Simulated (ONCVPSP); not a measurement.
## LDA (Perdew-Zunger) ONCV dataset for S, scalar-relativistic all-electron reference.

S (Z = 16), optimised norm-conserving Vanderbilt (ONCV), made with ONCVPSP 4.0.1 (LDA (Perdew-Zunger), scalar-relativistic). Core [He], reference 2s2 2p6 3s2 3p4. Waves: 2s+3s: rc 0.90 bohr, ncon 4, nbas 7, qcut 16 1/bohr, 2 projectors; 2p+3p: rc 0.80 bohr, ncon 4, nbas 7, qcut 17.3 1/bohr, 2 projectors. Local part: polynomial inside 0.75 bohr (lpopt 2, dvloc0 0 Ha). Core correction: Teter function fitted to the true core (icmod 2), fcfact 0.45.

* Cutoffs needed: 125 Ha and 139 Ha (the cutoffs (Ha) at which the residual kinetic energy of the hardest occupied pseudo-wave falls to 1 and 0.1 mHa per electron)
* Ghost test: no bound ghost flagged; no localised positive-energy state flagged
* Largest excitation error: +11 meV (all-electron minus pseudo) for 2s2 2p6 3s2 3p1, out of 4 test configurations
* rms error of d²Exc/dni dnj: 2.77 mHa without and 1.79 mHa with the model core
